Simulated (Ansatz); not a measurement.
```yaml
crystal:
  periodic: [false, false, false]
  atoms:
    - {symbol: F, position_ang: [-0.917150, 0.685355, 0.073855]}
    - {symbol: C, position_ang: [-0.266724, 0.369620, -0.326813]}
    - {symbol: Si, position_ang: [0.330110, -0.369841, 0.428956]}
    - {symbol: Cl, position_ang: [-0.702381, -0.197460, -1.363311]}
    - {symbol: H, position_ang: [0.080040, 0.867822, -0.669311]}
    - {symbol: H, position_ang: [0.692006, 0.156362, 1.075272]}
    - {symbol: H, position_ang: [1.036745, -0.612232, -0.084725]}
    - {symbol: H, position_ang: [-0.231944, -1.151314, 0.716395]}
basis:
  gaussian: {orbitals: def2-SVPD}
hamiltonian: {xc: {name: HF}}
correlation: {method: ccsd}
```

```sh
$ ansatz run in.yaml --threads 2 --pin off --events-out ev --progress --plain --max-ram 4352MiB
```

It prints (some lines left out):

```
Functional definition: HF
1214 factors; integrals over basis functions are off by at most 3.8e-4 eV
mean field evaluation 1: about -24069.3211 eV, gradient 5.1e1 eV
mean field evaluation 2: about -24069.8902 eV, gradient 5.0e1 eV
mean field evaluation 4: about -24074.4648 eV, gradient 4.0e0 eV
mean field evaluation 8: about -24074.5286 eV, gradient 2.8e-1 eV
mean field -24074.52913887 eV, -884.7226275516 hartree, gradient 1.5e-6 eV, S^2 0.000000; 0 other end points of the search recorded, 0 dependent functions left out
12 core orbitals not correlated: weight in the atoms' cores, before any rotation towards them, 0.999 or more for the frozen orbitals, at most 0.000 for the correlated occupied ones
reference -24074.52913887 eV, -884.7226275516 hartree; 13, 13 occupied and 101, 101 virtual orbitals, 1214 factors
second order -16.29211102 eV of doubles, -0.00000000 eV of singles
cycle   1  -16.83838565 eV  change   -5.5e-1 eV  update   8.3e-2
cycle   2  -17.19913184 eV  change   -3.6e-1 eV  update   2.2e-2
cycle   3  -17.26916815 eV  change   -7.0e-2 eV  update   1.2e-2
cycle   4  -17.26171578 eV  change    7.5e-3 eV  update   3.3e-3
cycle   5  -17.25866408 eV  change    3.1e-3 eV  update   1.7e-3
cycle   6  -17.25918760 eV  change   -5.2e-4 eV  update   5.2e-4
cycle   7  -17.25933877 eV  change   -1.5e-4 eV  update   2.5e-4
cycle   8  -17.25932800 eV  change    1.1e-5 eV  update   8.6e-5
cycle   9  -17.25934495 eV  change   -1.7e-5 eV  update   3.7e-5
cycle  10  -17.25933646 eV  change    8.5e-6 eV  update   1.6e-5
Total energy: -24091.78847534 eV, -885.3568964679 hartree
```

What is wrong with this run?

The geometry is squeezed to about two thirds of its size. The calculation finished and met its thresholds. The result belongs to that input, not to the molecule as meant.
